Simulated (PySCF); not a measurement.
Ionisation energy of Mo²⁶⁺ by level of theory

Mo²⁶⁺ [Ne] 3s2 3p4 (3P) → Mo²⁷⁺ [Ne] 3s2 3p3 (4S), as a difference of total energies. Calculation: PySCF 2.14, in an even-tempered Gaussian basis (18 s from 2.9 bohr⁻², ratio 2.5; 12 p from 3.8 bohr⁻², ratio 2.5; 5 d from 19 bohr⁻², ratio 2.7; 4 f from 28 bohr⁻², ratio 2.7); the spin-free X2C one-electron Hamiltonian (Gaussian nucleus). Correlated levels: outer shells: 1s2 frozen; virtual orbitals above 40 to 60 times the deepest correlated orbital energy dropped. The calculations carry no spin-orbit coupling.

```tsv
method	ionisation energy (eV)
UHF	1385.5
LDA	1388.0
PBE	1388.3
PBE0	1388.1
r2SCAN	1387.9
M06-2X	1388.4
M06-L	1387.3
MP2 (outer shells)	1386.5
SCS-MP2 (outer shells)	1386.5
```

Spin-orbit coupling is strong in these open shells (close to jj coupling). The scalar numbers leave it out and a first-order estimate fails, so it can dominate the gap to the real levels.

Breit and QED terms and the two-electron picture change are absent.

For comparison: 1385.1 ± 1.9 eV (semi-empirical (NIST evaluation); NIST Atomic Spectra Database, ionization energies).
